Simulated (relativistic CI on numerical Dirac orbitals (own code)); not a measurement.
## Line list: Electric-dipole lines, Mo12+

Method of calculation: Dirac-Coulomb-Breit CI, KLI orbitals optimised for each configuration, a model potential for QED, unscaled Slater integrals (own radial code, finite nucleus).

Configurations in the expansion (outside the closed core [Ar]): 3d10 4s2, 3d10 4s 4p, 3d10 4p2, 3d10 4s 4d, 3d10 4d2, 3d10 4s 4f, 3d10 4p 4d, 3d10 4f2, 3d10 4p 4f, 3d10 4s 5s, 3d10 4s 5p, 3d10 4d 4f, 3d10 4s 5d, 3d10 4s 5f, 3d10 4s 6s, 3d10 4s 5g, 3d10 4s 6p, 3d10 4s 6d, 3d10 4s 6f, 3d10 4s 7s, 3d9 4s2 4p, 3d9 4s2 4d, 3d9 4s2 4f, 3d9 4s2 5s, 3d9 4s2 5p, 3d9 4s2 5d. Double excitations out of closed p, d and f shells are left out; levels of such configurations are missing from the list, as are those of other unlisted configurations, and high levels can miss mixing partners. These lack a partner that the ground configuration has and come out too high: 3d9 4s2 4p, 3d9 4s2 4d, 3d9 4s2 4f, 3d9 4s2 5s, 3d9 4s2 5p.

```csv
λ vac (Å),Lower,Upper,A (s⁻¹),gf,Branching (%)
206.33,3d10 4s 4f 3F°_2 [27],3d10 4s 5g 3G_3 [68],1.46e+11,6.52e+00,91.2
206.38,3d10 4s 4f 3F°_3 [28],3d10 4s 5g 3G_4 [69],1.49e+11,8.59e+00,92.9
206.47,3d10 4s 4f 3F°_4 [29],3d10 4s 5g 3G_5 [70],1.60e+11,1.12e+01,98.8
223.56,3d10 4s 4f 1F°_3 [32],3d10 4s 5g 1G_4 [71],1.53e+11,1.03e+01,92.4
227.73,3d10 4p2 1D_2 [8],3d10 4p 4d 1F°_3 [25],2.74e+10,1.49e+00,31.9
230.84,3d10 4p 4d 1F°_3 [25],3d10 4p 4f 1G_4 [61],1.22e+11,8.77e+00,75.3
233.29,3d10 4s 4p 3P°_0 [2],3d10 4s 4d 3D_1 [11],3.67e+10,8.97e-01,57.2
236.61,3d10 4s 4p 3P°_1 [3],3d10 4s 4d 3D_2 [12],4.73e+10,1.98e+00,77.1
239.18,3d10 4p2 1D_2 [8],3d10 4p 4d 3D°_3 [23],5.69e+10,3.41e+00,59.4
239.96,3d10 4p2 3P_0 [6],3d10 4p 4d 3D°_1 [19],6.90e+10,1.79e+00,78.3
243.29,3d10 4p2 3P_2 [9],3d10 4p 4d 1F°_3 [25],5.21e+10,3.24e+00,60.6
243.93,3d10 4p 4d 3F°_3 [16],3d10 4p 4f 3G_4 [43],3.89e+10,3.13e+00,59.3
247.48,3d10 4p2 3P_1 [7],3d10 4p 4d 3P°_2 [20],4.70e+10,2.16e+00,70.2
247.89,3d10 4s 4p 3P°_2 [4],3d10 4s 4d 3D_3 [13],5.62e+10,3.62e+00,100.0
249.62,3d10 4p 4d 3F°_4 [18],3d10 4p 4f 3G_5 [45],5.46e+10,5.62e+00,81.9
250.73,3d10 4p 4d 1D°_2 [17],3d10 4d2 1D_2 [44],5.63e+10,2.65e+00,73.7
251.44,3d10 4p 4d 3D°_1 [19],3d10 4p 4f 3D_2 [47],7.03e+10,3.33e+00,69.3
253.01,3d10 4p 4d 1D°_2 [17],3d10 4p 4f 1F_3 [42],3.84e+10,2.58e+00,53.4
253.50,3d10 4p 4d 3D°_3 [23],3d10 4d2 3F_4 [54],1.20e+11,1.04e+01,85.2
255.13,3d10 4p2 3P_2 [9],3d10 4p 4d 3D°_2 [24],3.73e+10,1.82e+00,43.6
255.69,3d10 4p 4d 1P°_1 [26],3d10 4p 4f 1D_2 [60],7.99e+10,3.92e+00,81.0
255.76,3d10 4p 4d 3P°_1 [22],3d10 4d2 3F_2 [52],5.98e+10,2.93e+00,46.8
255.78,3d10 4p 4d 3D°_2 [24],3d10 4d2 3F_3 [53],8.10e+10,5.56e+00,59.1
256.35,3d10 4p2 1S_0 [10],3d10 4p 4d 1P°_1 [26],5.96e+10,1.76e+00,77.8
256.40,3d10 4p2 3P_2 [9],3d10 4p 4d 3D°_3 [23],2.72e+10,1.87e+00,28.4
257.34,3d10 4s 4d 3D_1 [11],3d10 4s 4f 3F°_2 [27],6.17e+10,3.06e+00,84.5
257.39,3d10 4p 4d 3P°_2 [20],3d10 4p 4f 3D_3 [46],6.12e+10,4.25e+00,74.1
258.41,3d10 4s 4d 3D_2 [12],3d10 4s 4f 3F°_3 [28],6.50e+10,4.56e+00,89.3
260.03,3d10 4s 4p 1P°_1 [5],3d10 4s 4d 1D_2 [14],8.29e+10,4.20e+00,97.6
260.19,3d10 4s 4d 3D_3 [13],3d10 4s 4f 3F°_4 [29],7.28e+10,6.65e+00,100.0
263.28,3d10 4s 4d 1D_2 [14],3d10 4s 4f 1F°_3 [32],1.06e+11,7.69e+00,95.9
266.26,3d10 4d2 3F_2 [52],3d10 4d 4f 3G°_3 [88],7.53e+10,5.60e+00,48.4
266.99,3d10 4d2 3F_3 [53],3d10 4d 4f 3G°_4 [89],1.01e+11,9.70e+00,66.5
267.01,3d10 4d2 3F_4 [54],3d10 4d 4f 3G°_5 [91],1.21e+11,1.42e+01,81.5
277.08,3d10 4p 4f 1G_4 [61],3d10 4d 4f 1H°_5 [104],1.30e+11,1.64e+01,86.1
277.80,3d10 4p 4f 3G_5 [45],3d10 4d 4f 3H°_6 [83],4.20e+10,6.32e+00,99.9
281.44,3d10 4d 4f 3G°_4 [89],3d10 4f2 3H_5 [119],7.58e+10,9.90e+00,70.7
282.65,3d10 4d 4f 3G°_5 [91],3d10 4f2 3H_6 [120],7.83e+10,1.22e+01,74.0
302.97,3d10 4d 4f 1H°_5 [104],3d10 4f2 1I_6 [125],7.90e+10,1.41e+01,99.8
338.15,3d10 4s 4f 1F°_3 [32],3d10 4p 4f 1G_4 [61],2.75e+10,4.24e+00,17.0
338.24,3d10 4s2 1S_0 [1],3d10 4s 4p 1P°_1 [5],2.85e+10,1.47e+00,100.0
350.97,3d10 4s 4p 3P°_2 [4],3d10 4p2 3P_2 [9],1.44e+10,1.33e+00,68.0
610.52,3d10 4s 5p 3P°_2 [35],3d10 4s 5d 3D_3 [57],1.26e+10,4.92e+00,36.3
624.19,3d10 4s 5d 3D_3 [57],3d10 4s 5f 3F°_4 [64],1.49e+10,7.81e+00,48.3
1173.8,3d10 4s 6d 3D_3 [78],3d10 4s 6f 3F°_4 [100],5.43e+09,1.01e+01,16.2
```

Terms are leading LS components. Brackets give the number of a level in order of energy, since labels repeat. The list gives strong lines, with weight on those to low levels, without lines whose two gauges differ by over a factor of 2.5, among the lowest 135 of 202 levels, so that lines to higher ones, which can be the strongest, are missing. Levels whose partners in the same complex of configurations lie outside the list can be far off, and so can their lines. Rates are taken at the computed energies, electric ones in the length gauge.

At this charge energies of transitions that change n are usually good to better than 1 %, and those within a shell (Δn = 0) to a few per cent.

LS names give the leading component of a level, which can be under half, so a name can repeat, a term be missing and a line seem to break the LS rules.
